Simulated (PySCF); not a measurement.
# Hf³⁺ (hafnium, charge +3): MN15 calculation

Configuration: [Xe] 4f14 5d1, 2D determinant. Computed with PySCF 2.14 in x2c-QZVPPall, with scalar relativity by spin-free X2C-1e.

| Property | Result |
| --- | --- |
| Total energy | -15087.88 hartree |
| One-electron energy | -20622.75 hartree |
| Hartree (Coulomb) energy | 5858.06 hartree |
| Exchange-correlation energy | -323.18 hartree |
| ⟨S²⟩ | 0.7508 |
| ⟨L²⟩ | 6.007 |
| Sum of ⟨r⟩ | 35.01 bohr |
| Sum of ⟨r²⟩ | 33.58 bohr² |
| Traceless quadrupole moment −½Σ⟨3z² − r²⟩ along its main axis | 1.18 e·bohr² |
| Langevin diamagnetic susceptibility | -26.6 ×10⁻⁶ cm³/mol |
| Time after the integrals | about 22 core-seconds |

```tsv
shell	electrons	mean orbital energy (hartree)	spread (hartree)	rms radius, mean of both spins (bohr)
1s β	1	-2396.98811	0	0.0215
1s α	1	-2396.98788	0	0.0215
2s β	1	-407.86117	0	0.0870
2s α	1	-407.85929	0	0.0870
2p β	3	-360.57575	0.00402	0.0786
2p α	3	-360.57520	0.00565	0.0786
3s α	1	-93.03352	0	0.225
3s β	1	-93.03032	0	0.225
3p α	3	-79.04766	0.00445	0.224
3p β	3	-79.04526	0.00701	0.224
3d α	5	-61.60703	0.00709	0.204
3d β	5	-61.60647	0.00747	0.204
4s β	1	-19.32899	0	0.502
4s α	1	-19.32788	0	0.502
4p β	3	-14.75490	0.01439	0.535
4p α	3	-14.75453	0.01527	0.535
4d α	5	-8.65186	0.01455	0.581
4d β	5	-8.65094	0.01765	0.581
5s α	1	-3.61413	0	1.21
5s β	1	-3.59877	0	1.21
5p α	3	-2.42452	0.00945	1.41
5p β	3	-2.39777	0.04006	1.41
4f α	7	-1.81982	0.01503	0.759
4f β	7	-1.81678	0.01935	0.759
5d α	1	-1.10464	0	2.07
```

Spin-orbit coupling, absent here, splits the open shell strongly.

Densities and radii are taken from the X2C orbitals without a picture-change correction, which distorts them close to the nucleus.
